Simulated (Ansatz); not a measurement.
Frontier orbitals of C2H6AlFOSi.

Z-matrix (Å, degrees):
```
C
C 1 1.472
H 1 1.095 2 108.0
H 1 1.094 2 109.0 3 114.6
H 1 1.092 2 112.3 3 -122.0
O 2 1.259 1 120.7 3 119.7
Al 2 1.939 1 168.2 3 -57.1
Si 7 2.456 2 114.7 1 83.2
H 7 1.583 2 118.2 1 -90.2
F 8 1.619 7 108.6 2 1.8
H 8 1.492 7 114.7 2 120.9
H 8 1.493 7 113.6 2 -116.7
```

Total charge 0; spin multiplicity 1. The bonds changed during the relaxation, so this is another structure than the one it started from. The structure was optimised at the PBE0-D4/def2-TZVP level. It is one conformer, not always the lowest. Basis def2-TZVPP, the Gaussian-basis code of Ansatz.

Orbital energies of one run (eV). Highest occupied ones, from the top: -5.97, -6.31, -7.80, -8.22, -9.75, -10.00, -10.16, -10.23, -10.47, -11.49, -11.66, -12.46, -13.24, -14.02. Empty: -2.91, -1.52, -1.32, 0.10, 0.44, 1.01.

(1) Which functional gave them?
A. PBE
B. ωB97X-V
C. CAM-B3LYP
D. HSE06 (plane-wave form)

Answers

(1) A. HOMO energies: PBE -5.97, CAM-B3LYP -8.57, HSE06 -6.82, ωB97X-V -9.54 eV.
